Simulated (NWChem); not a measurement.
System: benzonitrile (C7H5N); SMILES N#Cc1ccccc1

Input file for NWChem:

```
start job
memory heap 200 mb stack 900 mb global 1100 mb
geometry units angstroms noautosym nocenter noautoz
  N      0.000000     0.000000    -3.207836
  C      0.000000     0.000000    -2.048276
  C      0.000000     0.000000    -0.615020
  C      0.000000     1.215510     0.086557
  C      0.000000     1.209074     1.477390
  C      0.000000     0.000000     2.173251
  C      0.000000    -1.209074     1.477390
  C      0.000000    -1.215510     0.086557
  H      0.000000     2.156534    -0.466829
  H      0.000000     2.155411     2.022962
  H      0.000000     0.000000     3.265915
  H      0.000000    -2.155411     2.022962
  H      0.000000    -2.156534    -0.466829
end
basis spherical
  * library pcsseg-1
end
dft
  xc kt2
  iterations 150
end
property
  shielding 9 1 2 3 4 5 6 9 10 11
end
task dft property
```

Structure relaxed at the PBE0/def2-SVP level.

GIAO values for the isolated, static molecule; σ is the absolute isotropic shielding, δ = σ(reference) − σ with the isolated reference molecule computed at the same levels (13C: tetramethylsilane, 1H: tetramethylsilane, 15N: ammonia).

Atoms are numbered as in the input.

Problem. What results follow from this input? (KT2/pcSseg-1, GIAO.) Quantities: δ N1 (ppm); δ C2 (ppm); δ C3 (ppm); δ C4 (ppm); δ C5 (ppm); δ C6 (ppm); δ H10 (ppm).

Solution. 
```json
{
 "δ N1 (ppm)": "296.6",
 "δ C2 (ppm)": "114.3",
 "δ C3 (ppm)": "109.0",
 "δ C4 (ppm)": "128.2",
 "δ C5 (ppm)": "123.9",
 "δ C6 (ppm)": "126.2",
 "δ H10 (ppm)": "7.25"
}
```
